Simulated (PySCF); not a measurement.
Diatomics of B with the fifth-period p block

PBE0 with triple-zeta basis sets in PySCF, for the lowest determinant that a PBE0 search found; no spin–orbit coupling. De refers to high-spin ground-configuration atoms. A positive dipole means M(−)B(+).

| M | basis | state (unpaired electrons) | Re (Å) | ωe (cm⁻¹) | De (eV) | μ (D) |
| --- | --- | --- | --- | --- | --- | --- |
| Sn | x2c-TZVPPall | quartet (σ ↑, π ↑↑) | 2.175 | 562 | 2.79 | -1.41 |
| Sb | x2c-TZVPPall | triplet (σ ↑, π ↑) | 2.050 | 694 | 2.52 | -0.82 |
| Te | def2-TZVPP | doublet (σ ↑) | 1.949 | 827 | 4.06 | -0.14 |
| I | def2-TZVPP | singlet (closed shell) | 2.131 | 582 | 3.76 | -1.40 |

The shortest bond is that of BTe (1.949 Å), the longest that of SnB (2.175 Å).

The rows differ in basis set, which adds steps of its own.

The state changes along the series, so neighbouring rows are not always alike in their bonding.

These are scalar-relativistic numbers at best; spin–orbit coupling would shift them, the dissociation energy most. States were picked by a PBE0 search and need not be the measured ground states.
